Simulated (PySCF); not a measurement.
Structure elucidation problem

An unknown has the formula C₇H₁₅OP. Its calculated NMR data are:

1H NMR (300 MHz, computed): δ 2.00 (m, 1H), 1.84 (m, 1H), 1.40 (m, 3H), 1.35 (m, 9H), 0.68 (m, 1H).

13C{1H} NMR (computed): δ 40.8 (C), 27.2 (CH3, 3C), 26.5 (CH), 18.9 (CH2), 18.4 (CH3).

PySCF 2.14 calculation with coordinates at the GFN2-xTB level and shielding tensors at PBE0/pcSseg-1 (GIAO); no relativistic terms, a single conformation, no solvent, fast rotation and ring inversion assumed for equivalent nuclei.

δ = σ(ref) − σ, references computed at the same level: TMS for 1H (σ = 31.72 ppm) and 13C (σ = 186.93 ppm).

Problem. Which of these isomers gave the spectra?
A. CC(C)[P@]1(=O)C[C@@H](C)C1
B. CC(C)P1(=O)[C@@H](C)[C@@H]1C
C. C[C@@H]1CC[P@@H](=O)C[C@H]1C
D. C[C@@H]1C[P@]1(=O)C(C)(C)C

Solution. D. 

5 carbon signals for 7 carbons: some carbons are equivalent by symmetry or fast rotation. Carbon types of the structure: 1 × C, 1 × CH, 1 × CH2, 4 × CH3, which accounts for all hydrogens. δC 40.8: fully substituted sp3 carbon bonded to P. δC 27.2, 18.4: methyl carbon; saturated and bonded to C and H only. δC 26.5, 18.9: three-membered-ring carbon; carbons of three-membered rings are unusually shielded. δH 2.00, 1.84, 0.68: hydrogen on a three-membered-ring carbon. δH 1.40, 1.35: hydrogen on a methyl carbon.

The others: CC(C)[P@]1(=O)C[C@@H](C)C1 would give 6 signals for carbon-bound and other non-exchanging H, not 5; CC(C)P1(=O)[C@@H](C)[C@@H]1C would give 7 carbon signals, not 5; C[C@@H]1CC[P@@H](=O)C[C@H]1C would give 7 carbon signals, not 5.

Splittings by 31P in the carbon and heteronuclear signals aren't shown, as no couplings were computed. Shifts are as computed. Against solution values, carbons near 30 ppm lie about +3 ppm off and those near 130 ppm about +5 ppm. Of 1211 compounds with measured shifts, 218 miss one by over three times the rms of a fit or turn the order of signals round; such compounds aren't used in these exercises. No couplings were computed; multiplicities are counted from neighbouring protons, with m where these are inequivalent, close in shift, in a saturated or five-membered ring or joined by F or P, and br s for small geminal =CH2 splittings.
